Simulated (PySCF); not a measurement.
## Cost of excited-state runs on `[C@H]1(Cl)[C@@H](C)O[C@H](F)C1`, C$_{5}$H$_{8}$ClFO

Molfile (atoms numbered from 1):
```
C5H8ClFO
     RDKit          3D

 16 16  0  0  0  0  0  0  0  0999 V2000
    1.9565    0.6727   -0.5113 C   0  0  0  0  0  0  0  0  0  0  0  0
    0.6445    0.4262    0.2074 C   0  0  1  0  0  0  0  0  0  0  0  0
   -0.3998    1.1556   -0.4343 O   0  0  0  0  0  0  0  0  0  0  0  0
   -1.5926    0.6358   -0.0210 C   0  0  2  0  0  0  0  0  0  0  0  0
   -1.9923    1.2583    1.1597 F   0  0  0  0  0  0  0  0  0  0  0  0
   -1.3899   -0.8614    0.2720 C   0  0  0  0  0  0  0  0  0  0  0  0
    0.1314   -1.0276    0.2335 C   0  0  1  0  0  0  0  0  0  0  0  0
    0.6200   -1.9388   -1.2233 Cl  0  0  0  0  0  0  0  0  0  0  0  0
    2.2152    1.7244   -0.4324 H   0  0  0  0  0  0  0  0  0  0  0  0
    2.7430    0.0724   -0.0627 H   0  0  0  0  0  0  0  0  0  0  0  0
    1.8598    0.4160   -1.5620 H   0  0  0  0  0  0  0  0  0  0  0  0
    0.7198    0.7644    1.2536 H   0  0  0  0  0  0  0  0  0  0  0  0
   -2.3720    0.8731   -0.7520 H   0  0  0  0  0  0  0  0  0  0  0  0
   -1.8847   -1.4787   -0.4743 H   0  0  0  0  0  0  0  0  0  0  0  0
   -1.7947   -1.0975    1.2554 H   0  0  0  0  0  0  0  0  0  0  0  0
    0.5283   -1.5859    1.0802 H   0  0  0  0  0  0  0  0  0  0  0  0
  1  2  1  0
  2  3  1  0
  3  4  1  0
  4  5  1  0
  4  6  1  0
  6  7  1  0
  7  8  1  0
  7  2  1  0
  1  9  1  0
  1 10  1  0
  1 11  1  0
  2 12  1  1
  4 13  1  6
  6 14  1  0
  6 15  1  0
  7 16  1  1
M  END
```

PySCF with density fitting, on 1 thread of an Arm Neoverse V1, shared host. Command: `OMP_NUM_THREADS=1 python excited_run.py task.json out`

Q: How long does this run take, and how much memory?
- circular dichroism and optical rotation, LC-wPBE/def2-SVPD; 16 states

A: 
```tsv
run	level	basis functions	wall time	peak memory (GiB)
circular dichroism and optical rotation	LC-wPBE/def2-SVPD	237	2.2 min	1
```
Times from a shared host are rough.
